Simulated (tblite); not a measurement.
Species: C₃H₇F₃Si₂.
SMILES with atom numbers: `[F:1][C:2]([F:3])([F:4])[CH:5]1[SiH2:6][CH2:7][SiH2:8]1` (hydrogens: H9 on C5; H10, H11 on Si6; H12, H13 on C7; H14, H15 on Si8)

Computed with GFN2-xTB (tblite): harmonic, unscaled wavenumbers at the GFN2-xTB geometry, gas phase. The method is semi-empirical: single wavenumbers can be off by several per cent or more. Modes of hydrogen on silicon can be 10 to 20 % off.

Harmonic wavenumbers (cm⁻¹): 44.3, 56.0, 127.3, 155.0, 281.6, 325.7, 381.0, 425.5, 436.1, 460.9, 484.2, 488.4, 504.4, 596.6, 598.8, 618.7, 658.0, 690.6, 732.6, 743.6, 764.0, 765.1, 782.0, 884.3, 925.2, 981.9, 996.6, 1033.7, 1085.5, 1192.4, 1238.3, 1450.1, 2271.4, 2278.1, 2311.0, 2313.5, 2996.1, 3012.5, 3022.0.

A = 2189, B = 1167, C = 920.7 MHz; mass 156.004 u (most abundant isotopes); point group Cs, symmetry number 1.

Task: Zero-point energy?

Result: Half the sum of the wavenumbers: 19556 cm⁻¹ = 233.95 kJ/mol.

Task: Entropy at 350 K, 1 bar (ideal gas, RRHO, classical rotation)?

Result: Translation 175.17, rotation 124.61, vibration 138.27: S = 438.0 J/(mol K).

Task: And Cp and H(350 K) − H(0)?

Result: Cp = 187.20 J/(mol K), of which vibrations give 153.94 (their classical limit is 39 R = 324.3); H(350 K) − H(0) = 37.78 kJ/mol without the zero-point energy, 26.14 from vibrations.

Task: Which modes carry the vibrational entropy at 350 K?

Result: 44.3 cm⁻¹: 22.49; 56.0 cm⁻¹: 20.54; 127.3 cm⁻¹: 13.79; 155.0 cm⁻¹: 12.20; 281.6 cm⁻¹: 7.55; 325.7 cm⁻¹: 6.48 J/(mol K); the other 33 give 55.21 together.

Task: How do the functions run with temperature in this model?

Result: 
| T (K) | S (J/(mol K)) | Cp (J/(mol K)) | H − H(0) (kJ/mol) | G − H(0) (kJ/mol) | ln q(vib) |
| --- | --- | --- | --- | --- | --- |
| 100 | 290.1 | 69.7 | 5.14 | -23.88 | 1.67 |
| 200 | 352.9 | 119.2 | 14.47 | -56.10 | 3.92 |
| 300 | 410.7 | 167.5 | 28.90 | -94.31 | 6.37 |
| 500 | 512.7 | 230.3 | 69.35 | -186.98 | 11.49 |
| 800 | 632.6 | 278.3 | 146.47 | -359.61 | 18.70 |
| 1000 | 696.9 | 297.3 | 204.15 | -492.72 | 23.01 |

q(vib) and H(0) count from the zero-point level.

Hindered rotation and anharmonicity are outside this model.

Hardware: an Arm Neoverse V1 with one thread, no GPU, on a shared host. Cost: 0.59 s wall. This covers the Hessian and the dipole derivatives.

The values belong to the conformer `[F:1][C:2]([F:3])([F:4])[CH:5]1[SiH2:6][CH2:7][SiH2:8]1`: F1–C2–C5–Si6 -52°.
